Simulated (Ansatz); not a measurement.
Program: Ansatz. Geometries: PBE0-D4/def2-TZVP. ΔE: electronic, gas phase. CBS: MP2 limit from def2 TZ/QZ plus the TZ coupled-cluster correction, frozen cores. Functionals use def2-TZVPP. B3LYP here is the variant with VWN-RPA as its local correlation; programs differ in this. Each species was taken in one conformer, which may not be the lowest.

Reaction (substitution at a C–S bond): `CCSSC` + `C[NH][Al]([Cl])[Cl]` → `CC[N](C)[Al]([Cl])[Cl]` + `CSS`

```json
{"level": "ωB97X-V", "ΔE (kJ/mol)": "29.1"}
{"level": "B3LYP", "ΔE (kJ/mol)": "33.2"}
```

(1) What does CCSD(T)/CBS give? (An estimate is asked.)

Largest T1 diagnostic among the species: 0.011.

## Answers

(1) Computed: +31.8 kJ/mol. The listed levels differ from it by -2.7, 1.4 kJ/mol.
